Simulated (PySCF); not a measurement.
`CCOC(=O)C(F)(F)F`: ΔSCF against reference XPS values

What was measured (core binding energies): C 1s of C1 291.20 eV [1]; C 1s of C1 291.47 eV [2]; C 1s of C1 291.47 eV [1]; C 1s of C2 293.07 eV [1]; C 1s of C2 293.14 eV [2]; C 1s of C2 293.19 eV [1]; C 1s of C4 295.79 eV [2]; C 1s of C4 295.80 eV [1]; C 1s of C4 296.01 eV [1]. Sources and the comparison follow the method.

Species: C₄H₅F₃O₂.
Numbering: `[CH3:1][CH2:2][O:3][C:4](=[O:5])[C:6]([F:7])([F:8])[F:9]`

Theory: PySCF 2.14.0, delta-SCF UKS SCAN, pcX-3 on the ionised atom, pcseg-2 elsewhere, spin-free X2C. These are vertical core ionisation energies against the vacuum level, from separate self-consistent calculations with and without the core hole.

```
atom                 environment  level  this calculation (eV)  reference (eV)  difference (eV)  source
  C1               methyl carbon   C 1s                 291.28          291.20            +0.08     [1]
  C1               methyl carbon   C 1s                 291.28          291.47            -0.19     [2]
  C1               methyl carbon   C 1s                 291.28          291.47            -0.19     [1]
  C2  sp3 carbon bound to oxygen   C 1s                 292.98          293.07            -0.09     [1]
  C2  sp3 carbon bound to oxygen   C 1s                 292.98          293.14            -0.16     [2]
  C2  sp3 carbon bound to oxygen   C 1s                 292.98          293.19            -0.21     [1]
  C4       ester carbonyl carbon   C 1s                 295.43          295.79            -0.36     [2]
  C4       ester carbonyl carbon   C 1s                 295.43          295.80            -0.37     [1]
  C4       ester carbonyl carbon   C 1s                 295.43          296.01            -0.58     [1]
```

[1] measured, gas; Li, Jin, Rinke, Yang, Golze, J. Chem. Theory Comput. 2022, 18, 7570 (arXiv:2206.05627) Note: measured by Gelius et al. Note: measured by Travnikova et al.
[2] measured, gas; Travnikova et al., J. Phys. Chem. A 2019, 123, 7619 (energy-dependent relative cross sections in carbon 1s photoionization; hal-02303739) Note: vertical.

Question: How well does this level of theory reproduce the measurements here?

Answer: Over the 8 different measured values (3 distinct lines) the mean signed difference is -0.23 eV, the mean unsigned one 0.25 eV and the largest 0.58 eV. The calculation is vertical and has no vibrational structure, and measured positions depend on the energy calibration.

Question: What does the calculation give for the levels without a reference value here?

Answer: O3 O 1s 540.15 eV; O5 O 1s 538.58 eV; C6 C 1s 298.57 eV; F7/F8/F9 F 1s 694.29 eV.

The listed C 1s values span 7.29 eV, from C1 (bonded to C and 3 H) to C6 (bonded to 3 F and C). The widest gap between neighbouring values is 3.14 eV, between 295.43 and 298.57 eV. Summing the Pauling electronegativity differences to the bonded atoms, each weighted by its formal bond order, gives -1.05 for the lowest site and +4.29 for the highest; no listed site has a larger sum than the highest.

The listed O 1s values span 1.57 eV, from O5 (bonded to C (double bond)) to O3 (bonded to 2 C). Summing the Pauling electronegativity differences to the bonded atoms, each weighted by its formal bond order, gives -1.78 for the lowest site and -1.78 for the highest; the sum is the same at every site.

Topologically equivalent atoms share the value of their first member; where this conformer doesn't relate them by symmetry, their own values could differ. Geometry: PBE0-D3(BJ)/def2-TZVP, one conformer, isolated molecule.

Time: 6.7 min wall, 14 min CPU; peak memory 2.3 GiB. Hardware: 2 threads, Intel Xeon at 2.50 GHz (x86_64) (shared host).

Shape of the structure used: `[CH3:1][CH2:2][O:3][C:4](=[O:5])[C:6]([F:7])([F:8])[F:9]`: C1–C2–O3–C4 85°, C2–O3–C4–O5 0°, O3–C4–C6–F7 169°.
